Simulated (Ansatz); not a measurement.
Total energies of CH5SSn (`[CH3][SnH][SH]`) radical.

Z-matrix (Å, degrees):
```
C
Sn 1 2.163
H 1 1.091 2 107.7
H 1 1.089 2 109.9 3 119.7
H 1 1.090 2 109.6 3 -119.7
S 2 2.422 1 107.5 3 -54.5
H 2 1.730 1 110.4 3 56.4
H 6 1.343 2 93.7 1 -49.3
```

Total charge 0; spin multiplicity 2. Correlated methods include outer-core shells of Sn, which these sets cover unevenly. Sn takes the def2 core potential. Geometry: relaxed with PBE0-D4/def2-TZVP. It is one conformer, not always the lowest. Basis def2-TZVPP, Ansatz 0.2.0.

RPA on PBE orbitals: Hartree–Fock energy of these orbitals -651.64352 Eh, correlation -1.08042 Eh (frozen core).

```
             functional  energy without D4 (Eh)  D4 term (kJ/mol)
            LDA (SPW92)              -651.51372                 –
                    PBE              -653.39337             -16.2
                 revPBE              -653.59320             -42.4
                   PBE0              -653.44428             -13.8
                  B3LYP              -653.72689             -26.4
HSE06 (plane-wave form)              -653.43259             -13.0
                LC-ωPBE              -653.52385                 –
                ωB97X-V              -653.53429                 –
                 B2PLYP              -653.24904                 –
               PBE-QIDH              -653.15491                 –
```

Problem. Give the same for BLYP, r2SCAN, B97M-V, r2SCANh, r2SCAN0, BHLYP, CAM-B3LYP, ωB97M-V. (An estimate is asked.)

Solution. Computed: 
```tsv
functional	energy without D4 (Eh)	D4 term (kJ/mol)
BLYP	-653.54569	-34.6
r2SCAN	-653.65831	-3.7
B97M-V	-653.52906	–
r2SCANh	-653.64346	-4.0
r2SCAN0	-653.62221	-4.5
BHLYP	-653.52761	-23.3
CAM-B3LYP	-653.59502	-14.3
ωB97M-V	-653.52388	–
```

B3LYP takes the VWN-RPA correlation (the form of Gaussian; ORCA's B3LYP/G). HSE06 is the plane-wave form, built on full-range PBE exchange. The double hybrids freeze the cores in their second-order part.

LC-ωPBE has ω = 0.4 bohr⁻¹.
